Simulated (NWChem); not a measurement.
CH$_{5}$FOSi$_{2}$; SMILES O=C([SiH3])[SiH2]F

```xyz
10

O     -1.8039    -0.8854    -0.0027
C     -0.6576    -0.4830    -0.0001
Si     0.8610    -1.7043     0.0007
Si    -0.4248     1.4365     0.0021
F      1.1771     1.7406    -0.0032
H      1.6901    -1.4185     1.2100
H      0.3698    -3.1108     0.0109
H      1.6778    -1.4322    -1.2202
H     -1.0347     2.0156    -1.2249
H     -1.0254     2.0113     1.2357
```
Atoms are numbered in this order, from 1.

Results from NWChem. Medium grid unless said otherwise, to which SCAN and Minnesota functionals are sensitive. Geometry: optimised at PBE0/def2-SVP. Hybrids' shares of exact exchange are those that their runs print; pure functionals count as 0. The functionals differ in more than this share.

```csv
row,share of exact exchange,orbital gap (eV)
PBE/def2-TZVP,0.00,2.09
r2SCAN/def2-TZVP,0.00,2.45
B3LYP/def2-TZVP,0.20,4.10
PW6B95/def2-TZVP,0.28,4.75
Hartree-Fock/def2-TZVP,1.00,withheld
```

**Question.** Fit a straight line of the last column on the one before it, predict the withheld value, and compare with the run.

**Answer.** 
1. Means of the 4 shown rows: x = 0.120, y = 3.348. Slope Σ(x − x̄)(y − ȳ)/Σ(x − x̄)² = 0.5432/0.06080 = 8.934; intercept 2.275.
2. The shown rows scatter about the line by 0.129 (root mean square); the largest residual is -0.19, at PBE/def2-TZVP.
3. At x = 1.00 (Hartree-Fock/def2-TZVP; beyond the shown range) the line gives 11.21.
4. The run gives 11.94, +0.73 from the line, 5.6 times the scatter.
